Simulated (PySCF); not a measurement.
Molecule: SMILES C=C(F)OC[C@H](F)Cl, C4H5ClF2O.

Cartesian coordinates in Å; atom numbers follow the order of the lines, from 1:
```xyz
13

C    -2.484    0.162    0.531
C    -1.319   -0.161    0.003
F    -0.930   -1.454   -0.080
O    -0.435    0.715   -0.507
C     0.848    0.253   -0.862
C     1.704   -0.063    0.367
F     1.990    1.075    1.047
Cl    3.234   -0.807   -0.157
H    -2.780    1.189    0.596
H    -3.148   -0.600    0.888
H     0.797   -0.638   -1.497
H     1.306    1.077   -1.415
H     1.212   -0.748    1.068
```

Frames of a GFN2-xTB Langevin trajectory at 300 K; GIAO PBE0/pcSseg-1 shieldings in PySCF, gas phase, non-relativistic; equivalent atoms averaged within each frame.

Referencing at the same level of theory: 13C (σ = 186.93 ppm) and 1H (σ = 31.72 ppm) vs TMS; 19F (σ = 170.95 ppm) vs CFCl3; 17O (σ = 336.08 ppm) vs H2O; 35Cl (σ = 949.78 ppm) vs HCl. The references are static minima.

How do the shifts (ppm) fluctuate along the trajectory?

## Answers


```
         time (fs)     C2     C6    C5    C1      F3      F7     O4  Cl8   H13   H11
               250  167.3  113.1  75.7  62.2   -88.3  -150.8  123.0  224  6.59  4.64
               425  173.1  116.7  77.1  72.4   -92.0  -140.9  129.0  201  7.61  3.62
               625  164.4  105.8  69.5  70.7  -111.1  -159.2  120.6  237  6.55  3.90
               800  176.9  111.5  84.4  77.3   -67.7  -144.3  159.9  263  6.33  6.64
              1000  174.4  114.9  70.4  74.1   -68.9  -148.6  123.8  285  6.63  4.30
    mean of frames  171.2  112.4  75.4  71.3   -85.6  -148.8  131.3  242  6.74  4.62
standard deviation    5.2    4.2   6.0   5.7    18.0     7.0   16.3   33  0.50  1.19
```

5 frames give an uncertainty of the mean of about the standard deviation over 2.2 at best, since frames this close in time may not be independent; classical motion lacks zero-point vibration, and the reference would need the same averaging.
